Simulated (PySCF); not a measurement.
Species: C5H5FN (charge -1).
Atom-mapped SMILES: `[CH3:1][c:2]1[cH:3][n-:4][c:5]([F:6])[cH:7]1` (hydrogens: H8, H9, H10 on C1; H11 on C3; H12 on C7)

Computed geometry: GFN2-xTB, gas phase.

(1) What internal coordinates does the optimisation give?

Answers

(1) 
```csv
bond,length (bohr)
C1–C2,2.830
C2–C3,2.614
C3–N4,2.559
N4–C5,2.519
C5–F6,2.614
C5–C7,2.604
C2–C7,2.667
"C1–H8, C1–H9, C1–H10",2.068
C3–H11,2.044
C7–H12,2.037
```

Bonds in one row agree within 0.02 bohr and their mean is given. A selection of angles:
```csv
angle,degrees
C2–C1–H8,110.1
C2–C1–H9,111.5
H8–C1–H9,108.0
C1–C2–C3,127.5
C1–C2–C7,127.0
C3–C2–C7,105.5
C2–C3–N4,112.5
C2–C3–H11,127.7
N4–C3–H11,119.8
C3–N4–C5,103.6
N4–C5–F6,120.3
N4–C5–C7,114.6
F6–C5–C7,125.1
C5–C7–H12,127.9
C2–C7–C5,103.9
C2–C7–H12,128.3
```

C7 (aromatic CH carbon) is planar (angles 128.3°, 127.9° and 103.9°, sum 360.0°, 0.00 Å off the plane of its three neighbours). C2 (substituted aromatic carbon) is planar (angles 127.5°, 127.0° and 105.5°, sum 360.0°, 0.00 Å off the plane of its three neighbours). The 7 heavy atoms lie in one plane (0.000 Å rms). The C–C distances run from 1.378 Å (C5–C7, aromatic) to 1.497 Å (C1–C2, drawn single), a spread of 0.119 Å. C3 (aromatic CH next to a ring nitrogen) is planar (angles 127.7°, 119.8° and 112.5°, sum 360.0°, 0.00 Å off the plane of its three neighbours). N4 (two-coordinate ring nitrogen) is bent (angle 103.6°). C5 (aromatic C–F carbon) is planar (angles 125.1°, 120.3° and 114.6°, sum 360.0°, 0.00 Å off the plane of its three neighbours).

Point group: Cs (tolerance 0.08 Å). No frequency check.
